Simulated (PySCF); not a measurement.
Si(H)(F)2(Me) (CH4F2Si), SMILES C[SiH](F)F. Heavy atoms are numbered as in [SiH:1]([CH3:2])([F:3])[F:4]. Hydrogens are named by the atom that carries them.

Geometry: PBE-D3(BJ)/def2-SVP.

The numbers are results of PySCF with B3LYP/pcSseg-1, not measurements.

GIAO shieldings, no solvent; atoms alike by connectivity are averaged. δ = σ(ref) − σ: ²⁹Si against TMS (σ = 338.7 ppm); ¹³C against TMS (σ = 181.3 ppm); ¹⁹F against CFCl3 (σ = 161.7 ppm); ¹H against TMS (σ = 31.68 ppm), references at their B3LYP-D3(BJ)/def2-TZVP geometries, non-relativistic.

```tsv
atoms	nucleus	count	δ (ppm)
Si1 (SiH)	²⁹Si	1	[?]
C2 (CH3)	¹³C	1	2.8
F3	¹⁹F	2	-157.0
H on Si1	¹H	1	[?]
H on C2	¹H	3	0.94
```

Question: Fill in the missing entries. (The exact figures need the calculation; the answer reports its results.)

Answer: 
- H on Si1, δ (ppm): 5.46
- Si1 (SiH), δ (ppm): -1.2
